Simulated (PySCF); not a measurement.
C₆H₆FO₃ (charge -1).
Numbering: `[CH3:1][O:2][C@H:3]([F:4])[c:5]1[cH:6][cH:7][o:8][c:9]1[O-:10]`

Cartesian coordinates in Å at the GFN2-xTB level; atoms count from 1:
```xyz
16
C6H6FO3 angstrom
C      2.8053    0.3244    0.1139
O      1.4380    0.5006    0.3786
C      0.5986   -0.1466   -0.5184
F      0.7862    0.5211   -1.7815
C     -0.7995   -0.1580   -0.0922
C     -1.6323    0.9225    0.2977
C     -2.8372    0.3963    0.6115
O     -2.8334   -0.9668    0.4520
C     -1.5668   -1.3333    0.0096
O     -1.2904   -2.5204   -0.2045
H      3.0720   -0.7413    0.1209
H      3.3485    0.8420    0.9045
H      3.0830    0.7493   -0.8578
H      0.9327   -1.1778   -0.7255
H     -1.3552    1.9601    0.3313
H     -3.7571    0.8368    0.9486
```

Definitions: NICS(0) = −σiso at the ring centroid; NICS(1) = −σiso and NICS(1)zz = −σzz at ±1 Å along the ring normal z. Level: GIAO PBE0/pcSseg-1 (PySCF, non-relativistic, gas phase) on the GFN2-xTB geometry, one conformer.

Ring bond lengths (Å), with Mayer bond orders in brackets: C5–C6 1.419 (1.19), C6–C7 1.352 (1.64), C7–O8 1.372 (1.00), O8–C9 1.391 (0.97), C9–C5 1.407 (1.30).

Task: What do the NICS probes read (ppm)?

Result: 
| ring | type | NICS(0) | NICS(1), two faces | NICS(1)zz, two faces | rms pucker (Å) | centre to ring atoms, mean (Å) |
| --- | --- | --- | --- | --- | --- | --- |
| C5–C6–C7–O8–C9 | 5-membered ring with O; formal bonds all aromatic | -9.4 | -6.7 / -6.6 | -14.7 / -14.7 | 0.00 | 1.18 |

Task: What do they say, and how far can they be read as aromaticity?

Result: 
- C5–C6–C7–O8–C9: mean NICS(1)zz -14.7 ppm, shielded.

Task: What does the geometric index give? Use HOMA with the parameters of Krygowski (1993).

Result: 
- C5–C6–C7–O8–C9: HOMA 0.00; the largest term is that of O8–C9, α(R − Ropt)² = 2.49.

Task: List the ring angles and the Hirshfeld charges of the ring atoms.

Result: 
- C5–C6–C7–O8–C9: C5 107.2° (-0.153 e), C6 106.9° (-0.132 e), C7 110.9° (-0.084 e), O8 107.5° (-0.144 e), C9 107.4° (+0.096 e); sum 540.0° against 540° for a flat convex ring.

Task: What are the shieldings of the ring atoms and their hydrogens in the same run (means over atoms taken as equivalent)?

Result: 
```json
{"atoms": "C5", "environment": "substituted aromatic carbon", "σ isotropic (ppm)": "105.6"}
{"atoms": "C6", "environment": "aromatic CH carbon", "σ isotropic (ppm)": "72.2"}
{"atoms": "C7", "environment": "aromatic CH next to a ring oxygen", "σ isotropic (ppm)": "68.3"}
{"atoms": "O8", "environment": "furan-type oxygen", "σ isotropic (ppm)": "58.5"}
{"atoms": "C9", "environment": "aromatic carbon bearing oxygen", "σ isotropic (ppm)": "11.8"}
{"atoms": "H15", "environment": "aromatic hydrogen", "σ isotropic (ppm)": "25.60"}
{"atoms": "H16", "environment": "aromatic hydrogen", "σ isotropic (ppm)": "25.76"}
```
